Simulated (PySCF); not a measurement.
**Bonding in `C=C(C)O[SiH2]NC`**

C4H11NOSi.
SMILES with atom numbers: `[CH2:1]=[C:2]([CH3:3])[O:4][SiH2:5][NH:6][CH3:7]` (hydrogens: H8, H9 on C1; H10, H11, H12 on C3; H13, H14 on Si5; H15 on N6; H16, H17, H18 on C7)

Geometry (GFN2-xTB, Å), atoms numbered from 1 in this order:
```
atom  x, y, z in Å
C1    -2.1895    1.4657   -0.0088
C2    -1.8269    0.2018    0.1506
C3    -2.7959   -0.9289    0.3420
O4    -0.5471   -0.2213    0.1625
Si5    0.8557    0.5729   -0.0449
N6     1.9581   -0.6873    0.2973
C7     3.3794   -0.5102    0.1723
H8    -3.2245    1.7505   -0.0075
H9    -1.4610    2.2441   -0.1398
H10   -3.8177   -0.5648    0.3674
H11   -2.5723   -1.4469    1.2733
H12   -2.6885   -1.6460   -0.4706
H13    1.0668    1.6293    0.9474
H14    0.9088    1.1434   -1.4009
H15    1.6705   -1.6367    0.1134
H16    3.9092   -1.1950    0.8378
H17    3.7386   -0.6749   -0.8504
H18    3.6274    0.5105    0.4531
```

Bond orders from the PBE0/pcSseg-1 density (PySCF). One conformer (not necessarily the lowest) at the GFN2-xTB geometry, without solvent, vibrations or thermal averaging.

Problem. Where do the orders between heavy atoms depart from those drawn in the SMILES?

Solution. The largest departure is 0.096, at C1–C2 (drawn double, 1.904).

Problem. Give the Mayer order of every bond, beside its length.

Solution. 
| bond | drawn as | length (Å) | Mayer order |
| --- | --- | --- | --- |
| C1–C2 | double | 1.325 | 1.904 |
| C2–C3 | single | 1.501 | 1.049 |
| C2–O4 | single | 1.348 | 0.965 |
| O4–Si5 | single | 1.625 | 0.914 |
| Si5–N6 | single | 1.709 | 1.027 |
| N6–C7 | single | 1.438 | 0.977 |
| C1–H8 | single | 1.074 | 0.944 |
| C1–H9 | single | 1.074 | 0.932 |
| C3–H10 | single | 1.085 | 0.962 |
| C3–H11 | single | 1.089 | 0.950 |
| C3–H12 | single | 1.089 | 0.949 |
| Si5–H13 | single | 1.465 | 0.896 |
| Si5–H14 | single | 1.472 | 0.873 |
| N6–H15 | single | 1.009 | 0.933 |
| C7–H16 | single | 1.092 | 0.969 |
| C7–H17 | single | 1.096 | 0.964 |
| C7–H18 | single | 1.087 | 0.965 |

Bonds between the same two heavy elements. C–C: lowest C2–C3 (1.049, 1.501 Å), highest C1–C2 (1.904, 1.325 Å).

Problem. Sum the orders of all bonds at each heavy atom with more than one neighbour and set the sums beside the valence in the SMILES.

Solution. C1 3.780 (drawn 4), C2 3.918 (drawn 4), C3 3.910 (drawn 4), O4 1.879 (drawn 2), Si5 3.710 (drawn 4), N6 2.937 (drawn 3), C7 3.875 (drawn 4). Orders between atoms that aren't bonded are not in these sums.

For a closed shell the Mayer order of atoms A and B is Σ (PS)μν (PS)νμ over the basis functions μ on A and ν on B, with P the density and S the overlap matrix.
